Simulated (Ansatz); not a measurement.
A geometry relaxed with PBE0-D3(BJ)/def2-TZVP run with Ansatz (a program for electronic structure), charge 0, multiplicity 2:

```xyz
3

Cl    -1.8945    -0.4039     0.0000
Br     1.9642    -0.3485     0.0000
Ga    -0.0697     0.7524     0.0000
```

Question: Write the SMILES of this molecule.

Answer: `[Cl][Ga][Br]`
